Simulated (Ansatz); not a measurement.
`[F][GeH]([F])[SiH3]` + H₂Se → `[F][GeH]([F])[SeH]` + SiH₄ at 600 K and 1 bar (cleavage of the Ge–Si bond).

Program: Ansatz. Geometries: PBE0-D4/def2-TZVP. ΔE: electronic, gas phase. CCSD(T)/CBS adds triple-zeta CCSD(T) − MP2 to the extrapolated MP2 energy (def2 sets, frozen cores). This one scheme is used for every species. For Ge, Se outer-core shells are correlated without core-valence functions, which leaves a few kJ/mol of doubt a bond. Scalar relativity is left out up to krypton. One conformer a species, not always the lowest.

| species | CCSD(T)/CBS energy (Eh) | H − E (kJ/mol) | S (J/(mol·K)) |
| --- | --- | --- | --- |
| `[F][GeH]([F])[SiH3]` | -2567.24983 | 155.5 | 432.2 |
| H₂Se | -2401.89790 | 57.0 | 244.8 |
| `[F][GeH]([F])[SeH]` | -4677.70208 | 104.1 | 416.0 |
| SiH₄ | -291.46306 | 108.7 | 242.3 |

H − E and S are ideal-gas, rigid-rotor, harmonic terms from PBE0-D4/def2-TZVP, for one conformer and one mirror image of each species. 1 Eh = 2625.50 kJ/mol, R = 8.31446 J/(mol·K).

Question: By hand: ΔE, ΔH, ΔS and ΔG.

Answer: ΔE = (-4677.70208) + (-291.46306) − (-2567.24983) − (-2401.89790) = -0.01741 Eh = -45.7 kJ/mol. Δ(H − E) = 104.1 + 108.7 − 155.5 − 57.0 = 0.3, so ΔH = -45.4 kJ/mol. ΔS = 416.0 + 242.3 − 432.2 − 244.8 = -18.7 J/(mol·K). ΔG = -45.4 − 600 × (-18.7)/1000 = -34.2 kJ/mol.

Question: By hand: the equilibrium constant, and the temperature at which ΔG would vanish if ΔH and ΔS stayed fixed.

Answer: log₁₀ K = −ΔG/(RT ln 10) = 3.0. ΔG = 0 at ΔH/ΔS = 2428 K, though so small a ΔS makes that figure unsure.

ΔH outweighs TΔS. A doubt of 5 kJ/mol in ΔE shifts log₁₀ K by 0.4 here. Other conformers and mirror images would add mixing entropy, several J/(mol·K) or more a flexible species. These are equilibria of isolated gas molecules and say nothing of rates. Largest T1 diagnostic: 0.013 (customary marks: 0.02 for closed shells, 0.045 for open ones).
